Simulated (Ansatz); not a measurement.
System: SnI2 (charge 0, singlet). SMILES: [I][Sn][I]
Geometry: optimised at B3LYP-D3(BJ)/def2-TZVP (Ansatz, a first-principles code).

Parts of the frozen-core correlation energy in def2-TZVPP (Ansatz, hartree). Frozen orbitals: 27; correlated occupied orbitals by spin: 9 and 9; virtual: 114 and 114. Spin-orbit coupling is left out. In def2 rows, elements after Kr have scalar-relativistic effective core potentials.

```
term                            value
-------------------------  ----------
reference (HF)             -806.79609
MP2 opposite-spin                   ?
MP2 same-spin                       ?
CCSD correlation             -0.37927
(T)                                 ?
T1 diagnostic                   0.016
largest doubles amplitude       0.046
```

Task: Fill in the missing entries.

Result: 
- MP2 opposite-spin, value: -0.26094
- MP2 same-spin, value: -0.08523
- (T), value: -0.01827
